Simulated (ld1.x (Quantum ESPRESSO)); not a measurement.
**Before and after: TM potential for tungsten**

W (Z = 74), norm-conserving Troullier–Martins (Kleinman–Bylander form), made with ld1.x (Quantum ESPRESSO) 7.5 (PBEsol, scalar-relativistic). Core [Xe], reference 4f14 5d4 6s1.5 6p0.5. Waves: 6p (bound): rc 3.95 bohr; 5d (bound): rc 1.75 bohr; 4f (bound): rc 1.00 bohr; 6s (bound): rc 2.50 bohr. Local part: the s channel. Core correction: none.

All-electron outer shells of the reference configuration (PBEsol, scalar-relativistic, ld1.x):

```csv
shell,level (eV),outermost node (bohr),outermost maximum (bohr)
5s,-79.94,0.53,0.96
5p,-44.05,0.57,1.09
4f,-34.06,–,0.43
6s,-6.30,1.28,2.64
5d,-5.25,0.63,1.49
6p,-1.75,1.53,3.65
```

Change: core correction a·sin(br)/r model core inside 1.18 bohr.

Cutoffs: the cutoffs (Ry, on a coarse ladder) from which the occupation-weighted sum of valence levels, in a spherical-Bessel basis at the reference potential, stays within 10 and 1 mRy of its value at 400 Ry; they do not see the model core or the augmentation charge, which bear on the density cutoff. Errors are all-electron minus pseudo energies relative to the spin-unpolarised reference configuration.

**Question.** Predict the effect on cutoff, ghosts and configuration errors.

**Answer.** Of the 7 tests that both files solve, the error grows in 5 and shrinks in 1 by more than 15 % and 0.3 meV (median size 11.9 → 46.0 meV); neither file shows a bound ghost at the reference potential, the only one tested. A model core, the more so a compact one, raises the density cutoff, which this test does not measure.

```csv
quantity,base,changed
"cutoff, loose",over 300 Ry,over 300 Ry
"cutoff, tight",over 300 Ry,over 300 Ry
bound ghosts,none,none
"error for 4f14 5d4 6s2 6p0, meV [ΔE -2.24 eV]",+0.7,+0.1
"error for 4f14 5d4 6s1 6p0, meV [ΔE 6.69 eV]",-6.9,-8.3
"error for 4f14 5d4 6s0 6p0, meV [ΔE 22.38 eV]",-10,-46
"error for 4f13 5d5 6s1 6p0, meV [ΔE 39.62 eV]",-1896,-2066
"error for 4f14 5d4.5 6s1.5 6p0, meV [ΔE -1.54 eV]",-12,-17
"error for 4f14 5d5 6s1 6p0, meV [ΔE -0.70 eV]",-41,-58
"error for 4f14 5d3 6s2 6p1, meV [ΔE 1.83 eV]",-46,-79
s: phases at 4.33 bohr within 0.05 rad from the reference energy up to (Ry; the scan ends near 5),0.7,0.7
p: phases at 4.33 bohr within 0.05 rad from the reference energy up to (Ry; the scan ends near 5),1.1,1.1
d: phases at 4.33 bohr within 0.05 rad from the reference energy up to (Ry; the scan ends near 5),0.4,0.4
f: phases at 4.33 bohr within 0.05 rad from the reference energy up to (Ry; the scan ends near 5),0.4,0.4
```

Base: These tests converged, but a pseudo level misses the all-electron one widely, so the file describes the atom poorly there or has found another state: 4f13 5d5 6s1 6p0: 4f by 4.6 eV. Changed file: These tests converged, but a pseudo level misses the all-electron one widely, so the file describes the atom poorly there or has found another state: 4f13 5d5 6s1 6p0: 4f by 4.8 eV.
